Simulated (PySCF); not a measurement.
C₄H₇O₂, multiplicity 2. Atoms are numbered in the order given.

```xyz
13

C      2.5436     0.6521     0.1306
C      1.3251    -0.1507     0.3509
O      0.1552     0.4470    -0.0502
C     -0.9910    -0.3012    -0.0674
C     -2.1571     0.5479    -0.4785
O     -1.0184    -1.4700     0.2251
H      3.4034     0.1913     0.6380
H      2.8011     0.7440    -0.9451
H      2.4204     1.6794     0.5144
H      1.2840    -1.2315     0.5014
H     -1.9338     1.0818    -1.4140
H     -2.3478     1.3124     0.2911
H     -3.0455    -0.0825    -0.5989
```
Charge 0, spin multiplicity 2.

Geometry optimised at r2SCAN-D4/def2-SVP. The isomer is the one that the SMILES or the coordinates give; other isomers of the formula were not compared. Other conformers were not sampled.

Calculation: PySCF with PBE/def2-TZVP.

ESP charges are fitted to the potential on shells at 1.4 to 2.0 van der Waals radii. Atomic charges (e):

```json
[
 {"atom": "C1", "Mulliken": "(withheld)", "ESP fit": "-0.49", "Löwdin": "-0.33", "meta-Löwdin": "-0.35", "Mulliken spin": "-0.05"},
 {"atom": "C2", "Mulliken": "-0.06", "ESP fit": "0.02", "Löwdin": "-0.27", "meta-Löwdin": "0.01", "Mulliken spin": "0.86"},
 {"atom": "O3", "Mulliken": "-0.16", "ESP fit": "-0.24", "Löwdin": "0.32", "meta-Löwdin": "-0.27", "Mulliken spin": "0.02"},
 {"atom": "C4", "Mulliken": "0.24", "ESP fit": "0.74", "Löwdin": "-0.52", "meta-Löwdin": "0.48", "Mulliken spin": "0.06"},
 {"atom": "C5", "Mulliken": "-0.36", "ESP fit": "-0.66", "Löwdin": "-0.27", "meta-Löwdin": "-0.39", "Mulliken spin": "-0.01"},
 {"atom": "O6", "Mulliken": "-0.28", "ESP fit": "-0.52", "Löwdin": "0.13", "meta-Löwdin": "-0.43", "Mulliken spin": "0.04"},
 {"atom": "H7", "Mulliken": "(withheld)", "ESP fit": "0.15", "Löwdin": "0.14", "meta-Löwdin": "0.14", "Mulliken spin": "0.00"},
 {"atom": "H8", "Mulliken": "(withheld)", "ESP fit": "0.16", "Löwdin": "0.13", "meta-Löwdin": "0.12", "Mulliken spin": "0.07"},
 {"atom": "H9", "Mulliken": "(withheld)", "ESP fit": "0.16", "Löwdin": "0.13", "meta-Löwdin": "0.13", "Mulliken spin": "0.02"},
 {"atom": "H10", "Mulliken": "(withheld)", "ESP fit": "0.13", "Löwdin": "0.12", "meta-Löwdin": "0.13", "Mulliken spin": "-0.03"},
 {"atom": "H11", "Mulliken": "(withheld)", "ESP fit": "0.18", "Löwdin": "0.14", "meta-Löwdin": "0.14", "Mulliken spin": "0.00"},
 {"atom": "H12", "Mulliken": "(withheld)", "ESP fit": "0.18", "Löwdin": "0.14", "meta-Löwdin": "0.15", "Mulliken spin": "0.00"},
 {"atom": "H13", "Mulliken": "(withheld)", "ESP fit": "0.20", "Löwdin": "0.14", "meta-Löwdin": "0.14", "Mulliken spin": "0.00"}
]
```

Question: What belongs in the gaps? (The exact figures need the calculation; the answer reports its results.)

Answer: 
- C1, Mulliken: -0.32
- H7, Mulliken: 0.13
- H8, Mulliken: 0.12
- H9, Mulliken: 0.13
- H10, Mulliken: 0.14
- H11, Mulliken: 0.14
- H12, Mulliken: 0.14
- H13, Mulliken: 0.14

Question: Give the Mayer and Wiberg (Löwdin basis) orders of the bonds. (Estimate from the structure and the level; the computed values follow.)

Answer: 
| bond | Mayer | Wiberg |
|---|---|---|
| C1–C2 | 1.06 | 1.47 |
| C2–O3 | 1.05 | 1.57 |
| O3–C4 | 1.09 | 1.57 |
| C4–C5 | 1.00 | 1.27 |
| C4–O6 | 2.06 | 2.66 |
| C1–H7 | 0.96 | 0.89 |
| C1–H8 | 0.93 | 0.88 |
| C1–H9 | 0.95 | 0.89 |
| C2–H10 | 0.95 | 0.89 |
| C5–H11 | 0.94 | 0.88 |
| C5–H12 | 0.94 | 0.88 |
| C5–H13 | 0.97 | 0.89 |
